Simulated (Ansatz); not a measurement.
Cost and result for the atomization energy of BH18N3Si6, SMILES `[SiH3]N([SiH3])B(N([SiH3])[SiH3])N([SiH3])[SiH3]` (28 atoms, 27 bonds).

```xyz
28

Si   -2.634    0.893   -0.498
N    -1.009    1.034    0.116
Si   -0.624    2.425    1.095
B    -0.005   -0.005    0.001
N     0.224   -0.652   -1.275
Si    0.091    0.325   -2.713
Si    0.435   -2.371   -1.473
N     0.835   -0.328    1.138
Si    2.523   -0.642    0.833
Si    0.230   -0.607    2.748
H    -2.814   -0.462   -1.075
H    -2.943    1.929   -1.517
H    -3.583    1.074    0.634
H    -1.627    3.473    0.767
H     0.739    2.912    0.770
H    -0.699    2.149    2.554
H     0.817    1.606   -2.526
H    -1.317    0.623   -3.086
H     0.711   -0.451   -3.820
H     0.274   -3.030   -0.154
H     1.757   -2.712   -2.058
H    -0.614   -2.870   -2.403
H     3.076    0.394   -0.074
H     2.767   -1.981    0.234
H     3.216   -0.587    2.147
H     0.786    0.356    3.733
H     0.637   -1.974    3.174
H    -1.250   -0.521    2.727
```

Total charge 0; spin multiplicity 1. All single points use the PBE0-D4/def2-TZVP geometry. It is one conformer, not always the lowest. Program: Ansatz. All runs use 5 threads of an AMD EPYC 7R13 on a shared host and a share of an NVIDIA H100 80 GB. Times are those of one run each, without the atoms' runs, and a repeat can differ threefold. Electronic energies, without spin–orbit coupling; frozen cores. CCSD(T)/CBS adds CCSD(T) − MP2 in def2-TZVPP to the MP2 limit, and its time is that of the two runs behind it. T1 = 0.013. B3LYP takes the VWN-RPA correlation (the form of Gaussian; ORCA's B3LYP/G).

CCSD(T)/CBS is a level of theory with its own doubt, some kJ/mol a heavy atom from the limit and from the frozen cores, so smaller differences don't rank the functionals.

```tsv
level	functions	wall time
LDA (SPW92)/def2-TZVPP	628	9 s
CCSD(T)/def2-SVP	254	9.6 s
B97M-V/def2-TZVPP	628	10 s
r2SCAN-D4/def2-TZVPP (with forces)	628	11 s
r2SCANh-D4/def2-TZVPP	628	14 s
ωB97X-V/def2-TZVPP	628	14 s
B2PLYP/def2-TZVPP	628	15 s
B3LYP-D4/def2-TZVPP (with forces)	628	16 s
CAM-B3LYP-D4/def2-TZVPP	628	16 s
ωB97M-V/def2-TZVPP (with forces)	628	17 s
MP2/def2-QZVPP	1188	59 s
CCSD(T)/def2-TZVPP	628	9.4 min
CCSD(T)/CBS(def2)	–	10 min
```

Q: What atomization energy does each give, and how far from CCSD(T)/CBS? (Best estimate.)

A: The calculation gave: 
| level | atomization (kJ/mol) | difference from CCSD(T)/CBS | per bond |
| --- | --- | --- | --- |
| LDA (SPW92)/def2-TZVPP | 10373.6 | 1015.9 | 37.6 |
| CCSD(T)/def2-SVP | 8706.7 | -651.0 | -24.1 |
| B97M-V/def2-TZVPP | 9374.3 | 16.6 | 0.6 |
| r2SCAN-D4/def2-TZVPP (with forces) | 9316.7 | -41.0 | -1.5 |
| r2SCANh-D4/def2-TZVPP | 9286.3 | -71.4 | -2.6 |
| ωB97X-V/def2-TZVPP | 9438.3 | 80.6 | 3.0 |
| B2PLYP/def2-TZVPP | 9208.6 | -149.1 | -5.5 |
| B3LYP-D4/def2-TZVPP (with forces) | 9387.4 | 29.7 | 1.1 |
| CAM-B3LYP-D4/def2-TZVPP | 9425.4 | 67.7 | 2.5 |
| ωB97M-V/def2-TZVPP (with forces) | 9394.6 | 36.9 | 1.4 |
| MP2/def2-QZVPP | 9279.2 | -78.5 | -2.9 |
| CCSD(T)/def2-TZVPP | 9098.8 | -258.9 | -9.6 |
| CCSD(T)/CBS(def2) | 9357.7 | 0.0 | 0.0 |

From BLYP to BHLYP (50 % exact exchange), in def2-TZVPP and without D4, the atomization energy moves by +54.5 kJ/mol. Leaving LDA and LC-ωPBE aside and taking each functional with its dispersion term where it has one, the values, not all of them listed here, spread over 272.9 kJ/mol, from revPBE-D4 to ωB97X-V. LDA lies +1191.0 kJ/mol from PBE without D4, its usual overbinding. At CCSD(T), def2-SVP lies −651.0 kJ/mol from the extrapolated value and def2-TZVPP −258.9 kJ/mol: correlation converges slowly with the basis, and small sets miss more of it in the bonded molecule than in its fragments.
